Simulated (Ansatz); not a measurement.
Total energies of In3Sb3H12, a cluster cut from wurtzite InSb (hydrogen-capped) from Ansatz at PBE0-D4/def2-TZVP, gas phase (1 Eh = 27.2114 eV = 2625.5 kJ/mol). The reference geometry is relaxed at PBE-D4/def2-SVP.

```xyz
18

Sb   -0.687    1.552    1.787
In    2.002    0.572    2.333
Sb    2.398   -0.421   -0.377
In   -3.051    0.322    0.609
Sb   -1.623   -0.619   -1.748
In    0.824   -2.157   -2.109
H    -1.217    2.310    3.237
H    -0.471    3.033    0.938
H     3.033    1.949    2.546
H     1.790   -0.841    3.318
H     2.756    0.969   -1.328
H     4.007   -1.030   -0.428
H    -4.115    1.596    0.110
H    -3.358   -1.096    1.563
H    -1.445    0.764   -2.759
H    -2.805   -1.368   -2.752
H     0.592   -3.621   -1.205
H     1.370   -1.915   -3.736
```

```tsv
state	geometry	energy (Eh)
charge 0 singlet	reference	-1298.41255
charge 1 doublet	reference	-1298.10369
charge -1 doublet	reference	-1298.42940
free Sb atom (quartet)	–	-240.22283
free In atom (doublet)	–	-190.11398
free H atom (doublet)	–	-0.50104
```

In the def2 sets In, Sb take a core potential; there is no spin–orbit coupling.

**Question.** Work out the vertical ionisation energy to the doublet.

**Answer.** E(charge 1 doublet) − E(charge 0 singlet) = -1298.10369 − (-1298.41255) = 0.30886 Eh = 8.40 eV. For comparison, −ε of the highest occupied level is 7.09 eV at this level, 1.31 eV less.

**Question.** Work out the vertical electron affinity, to the doublet.

**Answer.** E(charge 0 singlet) − E(charge -1 doublet) = -1298.41255 − (-1298.42940) = 0.01685 Eh = 0.46 eV. The basis lacks diffuse functions, which makes affinities too small.

**Question.** Give the fundamental gap IE − EA, the Mulliken electronegativity (IE + EA)/2 and the hardness (IE − EA)/2.

**Answer.** From the values in Eh: IE − EA = 0.30886 − 0.01685 = 0.29201 Eh = 7.95 eV; (IE + EA)/2 = 4.43 eV; (IE − EA)/2 = 3.97 eV. The HOMO–LUMO gap of the same run is 5.51 eV, 2.44 eV smaller than the fundamental gap.

**Question.** What is the binding energy per atom against free atoms?

**Answer.** Atoms: 3 × (-240.22283) + 3 × (-190.11398) + 12 × (-0.50104) = -1297.02291 Eh. Binding: -1297.02291 − (-1298.41255) = 1.38964 Eh = 37.81 eV, or 2.10 eV for each of 18 atoms (no zero-point energy, no counterpoise term).

At PBE0-D4/def2-TZVP the highest occupied level of the charge -1 doublet lies above zero (up to 0.76 eV). By energy differences its removal costs 0.46 eV (vertical, to the charge 0 singlet, at PBE0-D4/def2-TZVP); self-interaction error and the lack of diffuse functions both raise the level.
